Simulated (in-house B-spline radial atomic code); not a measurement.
Orbital energies and mean radii along the 57-electron series, configuration [Kr] 4d10 4f9 5s2. The effective charge is n√(-2ε), a non-relativistic measure. Computed with a B-spline radial code for spherical atoms: non-relativistic Hartree-Fock, average of the configuration, point nuclei.

This level leaves out relativity, spin-orbit splitting included, which matters for heavy ions.

```tsv
ion	Z	energy of 4p (Eh)	mean radius of 4p (bohr)	energy of 4s (Eh)	mean radius of 4s (bohr)	energy of 3p (Eh)	mean radius of 3p (bohr)	effective charge of 4p
Ho10+	67	-18.11	0.56392	-20.927	0.55147	-70.902	0.23601	24.073
Er11+	68	-19.714	0.55105	-22.616	0.53976	-74.631	0.23179	25.117
Tm12+	69	-21.394	0.53865	-24.381	0.52845	-78.487	0.22772	26.165
```
